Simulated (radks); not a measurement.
Question: The mean radii <r> (bohr) of the occupied orbitals of an atom or ion are listed with their occupations. Calculated with a radial shooting solver on a logarithmic mesh with Libxc functionals: Dirac Kohn-Sham, exchange-only LDA, spin-unpolarised, spherical densities, finite nucleus; Fermi nuclear charge, rms radius of each element as measured or else 0.836 A^(1/3) + 0.57 fm.

| orbital | occ. | <r> |
|---|---|---|
| 1s1/2 | 2 | 0.02152 |
| 2s1/2 | 2 | 0.09103 |
| 2p1/2 | 2 | 0.07593 |
| 2p3/2 | 4 | 0.08287 |
| 3s1/2 | 2 | 0.2393 |
| 3p1/2 | 2 | 0.2288 |
| 3p3/2 | 4 | 0.2421 |
| 3d3/2 | 4 | 0.2142 |
| 3d5/2 | 6 | 0.2184 |
| 4s1/2 | 2 | 0.5404 |
| 4p1/2 | 2 | 0.5510 |
| 4p3/2 | 4 | 0.5809 |
| 4d3/2 | 4 | 0.6127 |
| 4d5/2 | 6 | 0.6231 |
| 5s1/2 | 2 | 1.271 |
| 5p1/2 | 2 | 1.396 |
| 5p3/2 | 4 | 1.476 |
| 4f5/2 | 3 | 0.7778 |
| 4f7/2 | 4 | 0.7865 |

Name the element and its charge. Open shells, if any, are shared by 2j + 1.

Answer: Z = 65, terbium, charge +4: Tb4+ in [Xe] 4f7. The 1s radius gives Z: for a bare nucleus <r> = (2 gamma + 1)/(2Z) with gamma = sqrt(1 - (Z/c)^2), 0.02124 bohr for Z = 65, and screening makes it slightly larger (0.02152 here). The occupations add up to 61, and the charge is Z minus that.
